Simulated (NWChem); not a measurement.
# C2H4FNSi; SMILES N#C[C@@H](F)[SiH3]

Computed with NWChem. Coordinates come from a PBE0/def2-SVP optimisation. Level: PBE0/def2-SVP with SMD (1 M gas to 1 M solution), gas-phase geometry. Reactions with the solvent are ignored.

For solvent water:

solvation free energy (kcal/mol): -1.1
cavity-dispersion-structure term (kcal/mol): 5.2
dipole in solution (D): 4.32

### Question
How do the values read with solvent toluene instead?

### Answer
solvation free energy (kcal/mol): -2.5
cavity-dispersion-structure term (kcal/mol): 0.9
dipole in solution (D): 3.87
